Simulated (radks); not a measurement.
Initial-state core-level shifts of neutral copper when its valence configuration changes from [Ar] 3d10 4s1. All-electron calculation, scalar-relativistic Kohn-Sham, PBE, spin-unpolarised, spherical densities, point nucleus. Program: a radial shooting solver on a logarithmic mesh with Libxc functionals. Shifts are changes of the shell-averaged eigenvalues in eV (positive: less bound).

| valence | 1s | 2s | 3s | 3p |
|---|---|---|---|---|
| 3d9 4s2 | -5.204 | -5.785 | -5.293 | -5.163 |
| 3d10 4s0.5 4p0.5 | -1.143 | -1.065 | -1.144 | -1.153 |
| 3d9 4s1 4p1 | -7.323 | -7.790 | -7.406 | -7.282 |
| 3d9 4s0.5 4p1.5 | -8.242 | -8.654 | -8.324 | -8.202 |
| 3d8 4s1 4p2 | -15.824 | -17.054 | -15.702 | -15.389 |
| 3d10 4p1 | -2.124 | -1.971 | -2.127 | -2.144 |
| 3d9.5 4s1 4p0.5 | -3.526 | -3.721 | -3.594 | -3.542 |
| 3d9.5 4s1.5 | -2.385 | -2.647 | -2.454 | -2.396 |
| 3d8.5 4s2 4p0.5 | -9.519 | -10.428 | -9.554 | -9.341 |
